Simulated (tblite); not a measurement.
H₄HfO₄ (SMILES [OH][Hf]([OH])([OH])[OH]), singlet, geometry from GFN2-xTB (such geometries of metal compounds can be far from the true shape); GFN1-xTB with ALPB(water) (tblite).

Here is a job for tblite.
```
$ tblite run mol.xyz --method gfn1 --charge 0 --spin 0 --alpb water --json tblite.json --no-restart

# file mol.xyz
9

Hf    -0.00000000    -0.00000000    -0.00000000
O      1.79081072    -0.22160625    -0.50114263
H      2.00040917     0.32543936    -1.26752251
O      0.09737753     0.18678386     1.86088304
H      1.01629506     0.22252876     2.15215851
O     -0.59378873     1.36890887    -1.13170657
H     -1.45429680     1.15011577    -1.50877946
O     -1.29439952    -1.33408649    -0.22803385
H     -1.56240743    -1.69808389     0.62414347
```

Problem. What does tblite print? Leave out banner, timings and long lists.

Solution. 
```
xTB calculator
 | screened Coulomb repulsion
 | Coulomb electrostatics
 |  * isotropic Klopman-Ohno-Mataga-Nishimoto electrostatics
 |  * onsite third-order electrostatics
 | DFT-D3(BJ) dispersion correction
 | Interactions (3)
 | [1] alpb/gbsa reaction field model
 | [2] cds contribution to solvation
 | [3] empirical free energy shift and standard state/solvent correction

halogen bonding energy    0.0000000000000E+00 Eh
repulsion energy          1.2472813297083E-01 Eh
dispersion energy        -2.2249836871614E-03 Eh
interaction energy        2.6322084870025E-03 Eh
number of electrons       3.2000000000000E+01 e
integral cutoff           3.5545256755052E+01 bohr

------------------------------------------------------------
  cycle        total energy    energy error   density error
------------------------------------------------------------
      1     -20.77154771009  -2.0896683E+01   1.0192634E+00
      2     -22.28392416151  -1.5123765E+00   4.1449449E-01
      3     -22.27642996247   7.4941990E-03   1.8499961E-01
      4     -22.12922864961   1.4720131E-01   2.0302810E-01
      5     -22.28785322669  -1.5862458E-01   5.0042211E-02
      6     -22.29112010849  -3.2668818E-03   3.7043086E-02
      7     -22.29639845414  -5.2783457E-03   8.7608276E-03
      8     -22.29639946590  -1.0117604E-06   8.2569445E-03
      9     -22.29660100379  -2.0153788E-04   3.0579808E-03
     10     -22.29662966777  -2.8663981E-05   4.8870399E-04
     11     -22.29663027612  -6.0835201E-07   1.8780995E-04
     12     -22.29663038888  -1.1276407E-07   2.6105645E-05
     13     -22.29663039123  -2.3482407E-09   1.8530233E-07
------------------------------------------------------------

electronic energy        -2.2421765749001E+01 Eh
total energy             -2.2296630391230E+01 Eh

Post processing:
 | Mayer-Wiberg bond orders

[Info] JSON dump of results written to 'tblite.json'
```
